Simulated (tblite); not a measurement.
Species: C6H8FOSi (doublet state).
Numbering: `[CH:1]#[C:2][C@@H:3]1[CH2:4][O:5][CH:6][C@H:7]([F:8])[SiH2:9]1` (hydrogens: H10 on C1; H11 on C3; H12, H13 on C4; H14 on C6; H15 on C7; H16, H17 on Si9)

Geometry (GFN2-xTB, Å), atoms numbered from 1 in this order:
```
atom  x, y, z in Å
C1     3.134    0.074    1.178
C2     1.957   -0.098    1.039
C3     0.542   -0.299    0.844
C4     0.305   -1.287   -0.315
O5    -1.053   -1.629   -0.455
C6    -1.927   -0.627   -0.748
C7    -1.540    0.755   -0.987
F8    -0.807    0.921   -2.217
Si9   -0.383    1.338    0.441
H10    4.163    0.221    1.316
H11    0.132   -0.750    1.755
H12    0.817   -2.234   -0.123
H13    0.695   -0.862   -1.248
H14   -2.927   -0.993   -0.890
H15   -2.426    1.376   -1.128
H16    0.538    2.365   -0.038
H17   -1.227    1.742    1.567
```

All values are computed: GFN2-xTB (tblite) harmonic vibrations without scaling, gas phase. Errors from tens to a few hundred cm⁻¹ against measured bands are possible. Modes of hydrogen on silicon can be 10 to 20 % off. One conformer, not necessarily the lowest. Open shells enter through the occupations alone, without spin polarisation, and single modes of such species can be off by tens of per cent.

Harmonic wavenumbers (cm⁻¹): 45.0, 122.1, 124.6, 176.4, 180.1, 271.5, 294.0, 325.2, 372.1, 377.0, 417.4, 470.1, 500.7, 555.0, 614.6, 620.9, 660.5, 666.5, 692.1, 728.8, 740.2, 753.0, 927.8, 975.7, 1023.1, 1035.9, 1058.8, 1155.1, 1173.1, 1207.7, 1219.4, 1253.3, 1262.5, 1311.0, 1370.3, 1478.5, 2274.7, 2284.5, 2303.4, 2904.4, 2917.4, 2961.9, 2971.8, 3125.2, 3397.3.

A = 2210, B = 1060, C = 896.1 MHz; mass 143.033 u (most abundant isotopes); point group C1, symmetry number 1; spin multiplicity 2.

Task: What is the zero-point energy?

Result: ½Σν̃ = 25650 cm⁻¹ = 306.85 kJ/mol.

Task: Entropy at 350 K, 1 bar (ideal gas, RRHO, classical rotation)?

Result: Translation 174.09, rotation 125.08, vibration 143.12, spin (R ln 2) 5.76: S = 448.1 J/(mol K).

Task: And Cp and H(350 K) − H(0)?

Result: Cp = 192.82 J/(mol K), of which vibrations give 159.56 (their classical limit is 45 R = 374.2); H(350 K) − H(0) = 39.29 kJ/mol without the zero-point energy, 27.65 from vibrations.

Task: How do the functions run with temperature in this model?

Result: 
```csv
T (K),S (J/(mol K)),Cp (J/(mol K)),H − H(0) (kJ/mol),G − H(0) (kJ/mol),ln q(vib)
150,327.3,100.6,9.49,-39.61,2.47
250,390.5,150.2,22.07,-75.56,5.02
298.15,418.8,171.8,29.83,-95.05,6.31
400,475.0,210.9,49.39,-140.61,9.07
600,571.5,264.7,97.37,-245.55,14.39
900,688.9,312.8,184.67,-435.31,21.72
```

q(vib) and H(0) count from the zero-point level.

Task: Blend soft modes into free rotors: weight 1/[1 + (100 cm⁻¹/ν̃)⁴] for the oscillator and the rest for a rotor with moment μB/(μ + B), μ = h/(8π²ν), B = 10⁻⁴⁴ kg m². What vibrational entropy results?

Result: 135.47 J/(mol K) in place of 143.12, which changes −T·S at 350 K by +2.68 kJ/mol.

Hindered rotation and anharmonicity are outside this model. Other conformers, if any are populated, would add a mixing term that is left out. The structure is chiral; the term R ln 2 for an equal mix with its mirror image is left out.
